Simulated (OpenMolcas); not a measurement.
## B²⁺: from CASSCF to CASPT2

```yaml
Program: OpenMolcas
Basis: ANO-L-VDZP [3s2p1d]
Scalar_Hamiltonian: non-relativistic, point nucleus
Active_space: 1 electron in 4 orbitals (2s 2p)
State_averaging: 2S+1 = 2 even, 1 root; 2S+1 = 2 odd, 3 roots
Spin-orbit_coupling: RASSI with atomic mean-field integrals over the reference wave functions, term energies averaged over their components
```

Methods on the same reference wave functions:
A. CASSCF
B. SS-CASPT2, IPEA 0.25 Eh, imaginary shift 0.1 Eh (closed shells correlated: 1s)

Energies in cm⁻¹ above 2s ²S_1/2, the measured ground level; measured values from Moore, Atomic Energy Levels, vol. I, NSRDS-NBS 35 (1971 reprint of NBS Circular 467, 1949).

| Level | A | B | Measured |
| --- | --- | --- | --- |
| 2s ²S_1/2 | 0.0 | 0.0 | 0.0 |
| 2p ²P°_1/2 | 55217 | 55169 | 48358 |
| 2p ²P°_3/2 | 55236 | 55188 | 48393 |

Deviations, from unrounded energies. A percentage is the sum of absolute deviations over the sum of measured energies, with the sign that they share, or ± where signs differ.

```json
{"Against measurement": "mean absolute deviation (cm-1)", "Levels": "2", "A": "6900", "B": "6800"}
{"Against measurement": "other configurations (%)", "Levels": "2", "A": "+14.2", "B": "+14.1"}
```

A, B lie about equally close to measurement. The largest miss of B in the table is 2p ²P°_1/2, by +6800 cm-1. The ranking rests on the paired levels alone, and a cruder setting can come out closer through cancelling errors.

The lowest spin-free term lies below A's lowest term by 0.000 hartree in B.

With one active electron the reference holds no correlation, so core polarisation is missing (holds for A). With one active electron, CASPT2 adds the correlation within the correlated inactive shells and between them and that electron, and leaves the splitting within a term as the reference gives it (holds for B). Measured partners are found by configuration, term and J. A level has none where our copy of the source lacks it or the pairing is in doubt (some pairs that miss far off the trend of their configuration count as doubtful), and it then counts in no deviation. Only configurations of the active space appear.

° marks odd parity.
